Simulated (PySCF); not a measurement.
## Mayer bond orders and bond lengths

Species: C6H17NSi.
SMILES with atom numbers: `[CH3:1][N:2]([SiH3:3])[CH2:4][C:5]([CH3:6])([CH3:7])[CH3:8]` (hydrogens: H9, H10, H11 on C1; H12, H13, H14 on Si3; H15, H16 on C4; H17, H18, H19 on C6; H20, H21, H22 on C7; H23, H24, H25 on C8)

Cartesian coordinates in Å at the PBE0-D3(BJ)/def2-SVP level; atoms count from 1:
```xyz
25
C6H17NSi angstrom
C      1.407   -0.868   -1.668
N      1.101    0.076   -0.619
Si     2.085    0.129    0.810
C     -0.023    0.963   -0.824
C     -1.406    0.513   -0.303
C     -1.808   -0.833   -0.906
C     -2.418    1.583   -0.715
C     -1.377    0.398    1.221
H      0.758   -1.762   -1.680
H      1.320   -0.387   -2.659
H      2.447   -1.223   -1.571
H      1.787   -0.923    1.840
H      3.518   -0.065    0.416
H      1.887    1.463    1.452
H      0.199    1.940   -0.356
H     -0.111    1.159   -1.910
H     -2.824   -1.115   -0.586
H     -1.125   -1.632   -0.581
H     -1.800   -0.800   -2.007
H     -3.425    1.340   -0.342
H     -2.480    1.673   -1.812
H     -2.142    2.571   -0.313
H     -0.661   -0.371    1.551
H     -1.092    1.354    1.690
H     -2.367    0.114    1.613
```

Bond orders from the PBE0/pcSseg-1 density (PySCF). Geometry: PBE0-D3(BJ)/def2-SVP, one conformer, isolated molecule.

Q: Where do the orders between heavy atoms depart from those drawn in the SMILES?

A: The largest departure is 0.047, at N2–C4 (drawn single, 0.953).

Q: Give the Mayer order of every bond between heavy atoms, beside its length.

A: 
```json
{"bond": "C1–N2", "drawn as": "single", "length (Å)": "1.444", "Mayer order": "0.963"}
{"bond": "N2–Si3", "drawn as": "single", "length (Å)": "1.736", "Mayer order": "0.960"}
{"bond": "N2–C4", "drawn as": "single", "length (Å)": "1.446", "Mayer order": "0.953"}
{"bond": "C4–C5", "drawn as": "single", "length (Å)": "1.545", "Mayer order": "0.959"}
{"bond": "C5–C6", "drawn as": "single", "length (Å)": "1.528", "Mayer order": "1.009"}
{"bond": "C5–C7", "drawn as": "single", "length (Å)": "1.529", "Mayer order": "1.021"}
{"bond": "C5–C8", "drawn as": "single", "length (Å)": "1.529", "Mayer order": "1.011"}
```

By pair of heavy elements: C–N: all 2 within 0.02 of one another (0.953 to 0.963). C–C: lowest C4–C5 (0.959, 1.545 Å), highest C5–C7 (1.021, 1.529 Å).

Q: And the bonds to hydrogen?

A: C–H: 0.94 to 0.96 (14 bonds); H–Si: 0.90 to 0.94 (3 bonds).

Q: Sum the orders of all bonds at each heavy atom with more than one neighbour and set the sums beside the valence in the SMILES.

A: C1 3.837 (drawn 4), N2 2.876 (drawn 3), Si3 3.722 (drawn 4), C4 3.804 (drawn 4), C5 4.000 (drawn 4), C6 3.888 (drawn 4), C7 3.901 (drawn 4), C8 3.880 (drawn 4). Orders between atoms that aren't bonded are not in these sums.

For a closed shell the Mayer order of atoms A and B is Σ (PS)μν (PS)νμ over the basis functions μ on A and ν on B, with P the density and S the overlap matrix.
